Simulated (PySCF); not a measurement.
Ge(H)2(Et)(NH2) (C2H9GeN), SMILES [NH2][GeH2][CH2]C. Atoms are numbered in the order given.

```xyz
13

Ge     0.5080    -0.3521     0.3136
N      1.3161     1.0197    -0.6409
C     -1.3288    -0.5245    -0.3690
C     -2.1016     0.7974    -0.3457
H      1.3495    -1.6171     0.0345
H      0.4672    -0.1011     1.8502
H      0.9818     1.9490    -0.3889
H      2.3319     1.0293    -0.5603
H     -1.2559    -0.9129    -1.3981
H     -1.8453    -1.2949     0.2280
H     -2.1897     1.2012     0.6770
H     -3.1248     0.6793    -0.7392
H     -1.6004     1.5603    -0.9636
```
Charge 0, spin multiplicity 1.

Geometry optimised at B3LYP-D3(BJ)/def2-SVP. The values are those of a single conformer.

Two levels are set side by side: PBE/pcSseg-1 (PySCF) and KT2/pcSseg-1 (PySCF). GIAO shifts against GeH4 (⁷³Ge), NH3 (¹⁵N), TMS (¹H), TMS (¹³C) at the same level; non-relativistic, no solvent, atoms listed together averaged. Differences are taken from unrounded values.

```
quantity                KT2
--------------------  -----
δ(⁷³Ge) of Ge1 (ppm)  277.1
δ(¹⁵N) of N2 (ppm)      4.2
δ(¹³C) of C3 (ppm)     15.1
δ(¹³C) of C4 (ppm)     12.6
```

Task: What does PBE give, and how far is it from KT2? (An estimate is asked for; the answer gives what the named calculation found.)

Result: 
```csv
quantity,PBE,PBE minus KT2
δ(⁷³Ge) of Ge1 (ppm),285.6,8.5
δ(¹⁵N) of N2 (ppm),6.9,2.7
δ(¹³C) of C3 (ppm),15.6,0.5
δ(¹³C) of C4 (ppm),12.3,-0.3
```

Rough cost on one machine, each run with all the roots and properties that it gave: KT2 against PBE within a factor of 2.
